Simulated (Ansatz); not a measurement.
## A geometry optimisation of HN3Si with B3LYP-D3(BJ)/def2-SVP

The starting geometry of this gas-phase singlet was optimised with GFN2-xTB.

```yaml
atoms:
  - { symbol: N, position_ang: [-0.1388, -0.7769, -1.5507] }
  - { symbol: N, position_ang: [0.6725, -0.3559, -0.8681] }
  - { symbol: N, position_ang: [3.2187, 0.9292, 0.2271] }
  - { symbol: Si, position_ang: [2.0410, 0.7937, -0.8590] }
  - { symbol: H, position_ang: [3.2452, 0.4590, 1.1206] }
```

**Question.** Predict what becomes of its bonds when it is optimised with B3LYP-D3(BJ)/def2-SVP.

**Answer.** It falls apart into HNSi + N2. Contacts that open: N2–Si4 (1.79 → 5.65 Å).

The energy falls by 2.15 eV over 83 steps:

```json
{"step": "1", "E − E(last) (eV)": "2.149"}
{"step": "10", "E − E(last) (eV)": "0.036"}
{"step": "19", "E − E(last) (eV)": "0.028"}
{"step": "28", "E − E(last) (eV)": "0.020"}
{"step": "37", "E − E(last) (eV)": "0.014"}
{"step": "47", "E − E(last) (eV)": "0.011"}
{"step": "56", "E − E(last) (eV)": "0.003"}
{"step": "65", "E − E(last) (eV)": "0.002"}
{"step": "74", "E − E(last) (eV)": "0.001"}
{"step": "83", "E − E(last) (eV)": "0.000"}
```

Final geometry (Å):

| atom | x (Å) | y (Å) | z (Å) |
| --- | --- | --- | --- |
| N | 0.4421 | -1.0947 | -0.6121 |
| N | -0.4648 | -1.2745 | -1.2081 |
| N | 2.9164 | 0.9884 | -0.0202 |
| Si | 3.8126 | 2.2598 | -0.1424 |
| H | 2.3322 | 0.1700 | 0.0528 |

The end wasn't checked by frequencies. Run with Ansatz 0.2.0, 2.2 min on 1 thread of Arm Neoverse V1, with other jobs on the host.
